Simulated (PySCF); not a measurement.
C₃H₃, SMILES C#C[CH2], multiplicity 2.

The structure is a stationary point at ωB97X-D3(BJ)/def2-TZVP. The isomer is the one that the SMILES or the coordinates give; other isomers of the formula were not compared.

Computed with TDA-CAM-B3LYP/def2-SVPD in PySCF.

Vertical excitations. Gas-phase values at a fixed geometry.

```
state    energy (eV)  λ (nm)      f                                                                          main pairs
-------  -----------  ------  -----  ----------------------------------------------------------------------------------
root 1          3.33     372  0.000                                                                    β HOMO→LUMO 98 %
root 2          4.50     275  0.033                                              α HOMO→LUMO+4 10 %, β HOMO−1→LUMO 83 %
root 3          5.08     244  0.000                                                                  α HOMO→LUMO+1 95 %
root 4          5.56     223  0.001                                            α HOMO−1→LUMO+1 41 %, β HOMO→LUMO+2 51 %
root 5          5.88     211  0.001                                                                    α HOMO→LUMO 95 %
root 6          6.60     188  0.058                         α HOMO→LUMO+4 64 %, α HOMO−1→LUMO+1 18 %, β HOMO→LUMO+2 9 %
root 7          6.87     180  0.022                                                                  α HOMO→LUMO+2 93 %
root 8          7.14     174  0.000                                          α HOMO−1→LUMO+4 14 %, β HOMO−1→LUMO+2 73 %
root 9          7.42     167  0.005                                                                  α HOMO→LUMO+3 94 %
root 10         7.57     164  0.000  α HOMO−1→LUMO+4 10 %, β HOMO−2→LUMO 61 %, β HOMO−1→LUMO+2 12 %, β HOMO→LUMO+5 11 %
```
Unrestricted roots are not spin-pure.
